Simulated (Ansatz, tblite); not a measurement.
Cost and result up the ladder for Si₁₇OH₂₂, a nanocrystal with a defect cut from the lattice of silicon (double-bonded O in place of two caps) (40 atoms). The state is a singlet with charge 0. Geometry: r2SCAN-D4/def2-SVP.

Cartesian coordinates in Å:
```
Si -3.3521 0.6981 -2.7372
Si 1.0317 0.6478 -2.9114
Si 0.9053 1.6076 3.7244
Si 2.8311 1.0438 0.3640
Si -1.0139 1.1914 0.3799
Si -1.1621 -2.2178 -1.3536
Si 0.7795 -1.8100 1.9580
Si 2.6466 -2.4041 -1.3480
Si -2.9817 1.8568 -0.7238
Si -0.9735 2.2760 2.4660
Si 0.9210 1.7431 -0.8329
Si -3.1519 -1.6286 -2.4586
Si 0.7742 -1.6660 -2.5711
Si 2.8363 2.1160 2.4642
Si 0.8160 -0.7263 4.0442
Si 2.7107 -1.2838 0.7219
Si -1.1045 -1.1304 0.7308
O 3.9698 3.0473 2.9647
H -4.7305 1.0145 -3.2338
H -2.3746 1.1639 -3.7686
H 2.3950 0.8885 -3.4867
H 0.0178 1.1812 -3.8728
H 0.9663 2.3282 5.0362
H 4.0742 1.3919 -0.3962
H -1.1468 -3.7027 -1.1283
H 0.7363 -3.2968 2.1612
H 3.9023 -2.1143 -2.1124
H 2.5591 -3.8815 -1.1138
H -2.9448 3.3329 -0.9782
H -4.1238 1.5722 0.2047
H -0.9378 3.7599 2.2635
H -2.2234 1.9320 3.2185
H 0.9796 3.2315 -1.0133
H -3.2279 -2.3046 -3.7935
H -4.3019 -2.1071 -1.6247
H 0.7366 -2.3655 -3.8986
H 2.0129 -1.1666 4.8296
H -0.4174 -1.0727 4.8219
H 3.9216 -1.7054 1.5019
H -2.3553 -1.4408 1.5017
```

Ansatz on 2 threads of AMD EPYC 7R13 on a shared host and a share (18 GiB) of an NVIDIA H100 80GB HBM3; xTB runs through tblite on one thread. Times are rough, summed over both states, and most runs start from the orbitals of an earlier one. PBE0-D4/def2-TZVP serves as the yardstick here, not as an exact answer. The other state is a triplet.

The xTB rows come from tblite. Single mean-field runs in def2-TZVP are fitted with def2-universal-jkfit.

xTB has no spin-polarisation term.

```json
{"level": "PBE-D4/def2-TZVP (with forces)", "functions": "792", "vertical triplet (eV)": "2.26", "difference from PBE0-D4/def2-TZVP (eV)": "-0.12"}
{"level": "GFN2-xTB", "functions": "179", "vertical triplet (eV)": "2.27", "difference from PBE0-D4/def2-TZVP (eV)": "-0.11"}
{"level": "PBE0-D4/def2-TZVP", "functions": "792", "vertical triplet (eV)": "2.38", "difference from PBE0-D4/def2-TZVP (eV)": "0.00"}
{"level": "GFN1-xTB", "functions": "201", "vertical triplet (eV)": "2.05", "difference from PBE0-D4/def2-TZVP (eV)": "-0.33"}
```

(1) Estimate how long each takes.

## Answers

(1) GFN1-xTB 0.59 s; GFN2-xTB 0.73 s; PBE-D4/def2-TZVP (with forces) 37 s; PBE0-D4/def2-TZVP 42 s. On shared hardware such times vary by a factor of up to 3.
